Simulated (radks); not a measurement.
Rb, 37 electrons, occupied as [Kr] 5s1.

Method: scalar-relativistic Kohn-Sham, r2SCAN, spin-polarised, spherical densities, finite nucleus; open shells are filled with parallel spins first (spin-orbit coupling, left out, can overturn this in heavy ions); meta-GGA in the generalised Kohn-Sham scheme; Fermi nuclear charge, rms radius 4.2036 fm; hard spherical wall at 8 bohr; computed with a radial shooting solver on a logarithmic mesh with Libxc functionals.

Energy parts (eV):
total: -81135.095
kinetic: 83101.012
electron-nucleus: -195560.634
Hartree: 34076.334
exchange-correlation: -2751.808

Orbitals (lengths in bohr, moments of r in powers of bohr; r(90%) holds 90 % of the orbital's charge):
orbital  occ.  eigenvalue (eV)  r(90%)
1s up       1        -15070.04  0.0721
1s down     1        -15070.03  0.0721
2s up       1        -2022.593   0.275
2s down     1        -2022.587   0.275
2p up       3        -1790.635   0.253
2p down     3        -1790.628   0.253
3s up       1        -304.0514   0.756
3s down     1        -304.0363   0.756
3p up       3        -228.7920   0.787
3p down     3        -228.7752   0.787
3d up       5        -104.8238   0.854
3d down     5        -104.8033   0.854
4s up       1         -32.1900    2.16
4s down     1         -32.1293    2.16
4p up       3         -15.7244    2.64
4p down     3         -15.6507    2.61
5s up       1          -1.5606    5.92
5s down     0           0.1486    6.09
5p up       0           1.1651    6.27
4d up       0           1.6811    5.82
5p down     0           2.3934    6.47
4d down     0           2.5898    6.00
6s down     0           8.0923    6.89
6s up       0           9.0657    6.85

The highest occupied level is 5s up at -1.561 eV. Spin moment in Bohr magnetons: 1. Summed over all electrons, <r^2> = 51.79 bohr^2, which gives a Langevin (diamagnetic) susceptibility term of -41 x 10^-6 cm^3/mol. The density falls to 0.001 e/bohr^3 at r = 4.85 bohr. The electron density at the nucleus is 5.576e+04 e/bohr^3 (large components only). The spin density at the nucleus is 5.009 e/bohr^3 (1s 0.053, 2s 0.022, 3s 0.014, 4s 0.183, 5s 4.736).
